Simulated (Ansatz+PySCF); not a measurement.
The numbers below are computed, except where a source is named.
This PySCF input gave a total energy of -15.83603 hartree.

```python
from pyscf import gto, dft

mol = gto.M(atom="""
H 0.000000 0.000000 -1.606920
Be 0.000000 0.000000 0.000000
H 0.000000 0.000000 1.606920
""", basis='6-31g', charge=0, spin=0)
mf = dft.UKS(mol, xc='pbe0')
mf.kernel()
print(mf.converged, mf.e_tot, mf.spin_square()[0])
```

**Question.** Write an input for Ansatz with the same method and basis set.

**Answer.**

```yaml
crystal:
  periodic: [false, false, false]
  atoms:
    - { symbol: H, position_ang: [0.0, 0.0, -1.60692] }
    - { symbol: Be, position_ang: [0.0, 0.0, 0.0] }
    - { symbol: H, position_ang: [0.0, 0.0, 1.60692] }
basis:
  gaussian: { orbitals: "6-31G" }
magnetization:
  spin_polarized: true
hamiltonian:
  xc: pbe0
scf:
  omitted_lower_state_checks: [stability, starts, atomic_configurations, cluster_reference, orbital_swaps, given_window_search, neighbouring_geometries, increment]
```

Ansatz (development build ahead of 0.2.0) gave -15.83603 hartree, 0.00 meV from the first.
